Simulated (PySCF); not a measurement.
## Deuteron quadrupole couplings in `COC(=O)c1nccc([SiH3])p1`

Species: C6H8NO2PSi.
Atom-mapped SMILES: `[CH3:1][O:2][C:3](=[O:4])[c:5]1[n:6][cH:7][cH:8][c:9]([SiH3:10])[p:11]1` (hydrogens: H12, H13, H14 on C1; H15 on C7; H16 on C8; H17, H18, H19 on Si10)

Geometry (GFN2-xTB, Å), atoms numbered from 1 in this order:
```
atom  x, y, z in Å
C1     4.201    0.372   -0.002
O2     2.910   -0.209    0.116
C3     1.886    0.604   -0.104
O4     1.987    1.777   -0.390
C5     0.551   -0.023    0.024
N6     0.452   -1.297    0.335
C7    -0.722   -1.878    0.454
C8    -1.954   -1.252    0.277
C9    -2.102    0.082   -0.053
Si10  -3.826    0.848   -0.273
P11   -0.724    1.148   -0.288
H12    4.911   -0.424    0.205
H13    4.349    0.769   -1.008
H14    4.317    1.187    0.716
H15   -0.684   -2.929    0.713
H16   -2.843   -1.855    0.408
H17   -4.819   -0.202   -0.033
H18   -3.929    1.357   -1.640
H19   -3.972    1.932    0.699
```

Level: PBE0/pcSseg-1 (PySCF, non-relativistic); Q(2H) = 0.00286 b; rigid geometry, the same for H and D, with no vibrational averaging.

Question: Rank these positions by the coupling χzz of a deuteron there, largest first.
A. H12 (methyl hydrogen)
B. H16 (aromatic hydrogen)
C. H17 (Si–H hydrogen)
D. H14 (methyl hydrogen)

Answer: B (213 kHz), A (206 kHz), D (198 kHz), C (108 kHz).

Question: What are Vzz, η and χzz (234.96 MHz × Q × Vzz) at all hydrogens?

Answer: 
| atom | bonded to | bond length (Å) | Vzz (au) | η | χzz (kHz) |
| --- | --- | --- | --- | --- | --- |
| H12 | C1 | 1.087 | 0.3063 | 0.08 | 206 |
| H13 | C1 | 1.092 | 0.2946 | 0.10 | 198 |
| H14 | C1 | 1.092 | 0.2949 | 0.10 | 198 |
| H15 | C7 | 1.083 | 0.3145 | 0.06 | 211 |
| H16 | C8 | 1.083 | 0.3168 | 0.06 | 213 |
| H17 | Si10 | 1.465 | 0.1603 | 0.03 | 108 |
| H18 | Si10 | 1.463 | 0.1622 | 0.02 | 109 |
| H19 | Si10 | 1.463 | 0.1621 | 0.02 | 109 |

Question: Average by the element that carries the hydrogen.

Answer: on C: 205 kHz over 5 positions, mean bond length 1.088 Å; on Si: 109 kHz over 3 positions, mean bond length 1.464 Å.

Question: Give the 2H NMR doublet splittings at H16 for a magnetic field along the z, y and x axes of the gradient: 3χ/2, 3χ(1 + η)/4, 3χ(1 − η)/4.

Answer: With |χ| = 212.9 kHz and η = 0.063: 319, 170 and 150 kHz, to first order and without motion.

Geometry: GFN2-xTB, one conformer, isolated molecule. GFN2-xTB bond lengths can be off by several hundredths of an ångström, more for odd bonds, and the gradients follow them. These gradients aren't converged with respect to the basis.

The run behind these numbers computed NMR shieldings as well. Cost: about 2.6 min of CPU time on one thread; the machine was shared, so the figure is rough.
